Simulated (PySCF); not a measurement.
Ti(CCH)4, C8H4Ti (singlet state).
Cartesian coordinates in Å at the PBE0-D3(BJ)/def2-SVP level; atoms count from 1:
```xyz
13
C8H4Ti angstrom
Ti    -0.0211    0.0021   -0.0042
C      0.0097   -0.0060    1.9993
C      0.0338   -0.0130    3.2267
H      0.0566   -0.0193    4.3037
C      1.8661   -0.0167   -0.6709
C      3.0268   -0.0262   -1.0705
H      4.0457   -0.0360   -1.4203
C     -0.9485    1.6515   -0.6656
C     -1.5163    2.6661   -1.0596
H     -2.0131    3.5567   -1.4065
C     -0.9635   -1.6349   -0.6741
C     -1.5259   -2.6449   -1.0870
H     -2.0196   -3.5314   -1.4488
```

Method: PySCF 2.14.0, density-fitted response routines, TDDFT wB97X-D/def2-SVPD, vertical, gas phase, core orbitals frozen in the response.

Ground-to-excited transition dipoles (e·a0, same axes as the geometry; the sign carries no meaning), for the states with f of 0.002 or more among the lowest 6:

| state | E (hartree) | μx | μy | μz |
| --- | --- | --- | --- | --- |
| S4 | 0.1449 | -0.091 | 0.391 | -0.138 |
| S5 | 0.1450 | -0.191 | -0.167 | -0.348 |
| S6 | 0.1451 | -0.382 | -0.014 | 0.214 |

Work out the oscillator strengths.

f = (2/3) ΔE |μ|² with ΔE in hartree (27.2114 eV).

```json
{"state": "S4", "|μ|² (au)": "0.180", "|μ| (D)": "1.08", "f": "0.017"}
{"state": "S5", "|μ|² (au)": "0.186", "|μ| (D)": "1.10", "f": "0.018"}
{"state": "S6", "|μ|² (au)": "0.192", "|μ| (D)": "1.11", "f": "0.019"}
```

S4/S5/S6 coincide within about 0.01 eV; within a degenerate level the directions of the single components are arbitrary.

Time: 4.5 min of wall time (grids of density and orbitals included); peak memory 1.3 GiB. Hardware: Arm Neoverse V2, one thread (shared host).
